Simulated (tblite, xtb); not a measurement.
CH9AlO2Si2 (SMILES [CH3][Al]([O][SiH3])[O][SiH3]), singlet, at a GFN2-xTB geometry (such geometries of metal compounds can be far from the true shape). Base run: GFN1-xTB (xtb).

Geometry (Å):
```xyz
15

Al     0.3282     0.5174     0.4689
C      1.1685     1.8604     1.6660
H      1.7924     1.3825     2.4200
H      0.4132     2.4602     2.1739
H      1.7921     2.5536     1.1010
O     -0.7857     0.9886    -0.6980
Si    -1.8708     1.3915    -1.8421
H     -3.1978     1.0748    -1.3094
H     -1.5644     0.6183    -3.0467
H     -1.7133     2.8305    -2.0717
O      0.7086    -1.1157     0.5871
Si     1.0426    -2.7065     0.6610
H     -0.1953    -3.4001     1.0222
H      2.0686    -2.8655     1.6958
H      1.5393    -3.1165    -0.6539
```
Charge 0, spin multiplicity 1.
All else is at xtb's defaults.
Base energy -21.66462 Eh.

Programs used: tblite, xtb; a row that names a program was run with it.

Variants of this job, named by their change:

```tsv
change	ΔE vs base (mEh)	HOMO-LUMO gap (eV)	dipole (D)	G_solv (kcal/mol)	SCF cycles
base	0.000	5.00	2.71	-	10
acc = 30	0.000	5.00	2.71	-	9
program = tblite; method = gfn1	0.000	-	-	-	-
acc = 0.1	0.000	5.00	2.71	-	11
alpb = thf	[?]	5.07	[?]	[?]	10
alpb = ether	[?]	5.07	[?]	[?]	10
file = coord	0.000	5.00	2.71	-	10
alpb = acetone	-10.077	5.07	3.05	-6.69	10
etemp = 3000	-0.005	5.00	2.71	-	10
```

Question: What belongs in the gaps?

Answer: 
- alpb = thf, ΔE vs base (mEh): -8.466
- alpb = thf, dipole (D): 3.00
- alpb = thf, G_solv (kcal/mol): -5.55
- alpb = ether, ΔE vs base (mEh): -7.326
- alpb = ether, dipole (D): 2.92
- alpb = ether, G_solv (kcal/mol): -4.71

ALPB and GBSA are two models with their own fitted parameters for each solvent, which aren't always the measured dielectric constant.
